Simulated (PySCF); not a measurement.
A GIAO shielding run with PySCF (density fitting, non-relativistic, gas phase) on SMILES N(=C)/C=C\C[SiH2]O[SiH3], C4H11NOSi2:

```
$ OMP_NUM_THREADS=1 python probes_run.py task.json out

{"job": {"kind": "nmr", "xc": "PBE0", "basis": "pcSseg-1"}, "charge": 0, "multiplicity": 1}
C      1.935310     2.014441     2.428341
N      1.478421     0.953588     1.922003
C      1.675118     0.672142     0.590749
C      1.135966    -0.419229     0.035520
C      0.264730    -1.372625     0.752807
Si    -1.573703    -0.875755     0.547771
O     -1.907660    -0.661151    -1.022451
Si    -1.879149    -0.251594    -2.589944
H      1.763661     2.200063     3.477745
H      2.498073     2.773154     1.871758
H      2.290802     1.355220    -0.000321
H      1.302141    -0.605064    -1.016575
H      0.417453    -2.381411     0.370162
H      0.503095    -1.357386     1.813848
H     -2.444857    -1.974649     0.964432
H     -1.843106     0.390050     1.222442
H     -0.498924     0.060630    -2.962416
H     -2.377868    -1.424226    -3.304129
H     -2.749307     0.913052    -2.732100
```

Hardware: 1 thread of an Intel Xeon, shared host. The job also computes population analyses, field gradients.

**Question.** How large is the calculation?

**Answer.** 78 electrons, 205 basis functions and 1105 auxiliary functions.

**Question.** How long does it take, and how much memory does it need?

**Answer.** 2.5 min of wall time, with 14 SCF cycles and 5 response iterations; peak memory 0.98 GiB. Times on a shared host scatter by some tens of per cent.
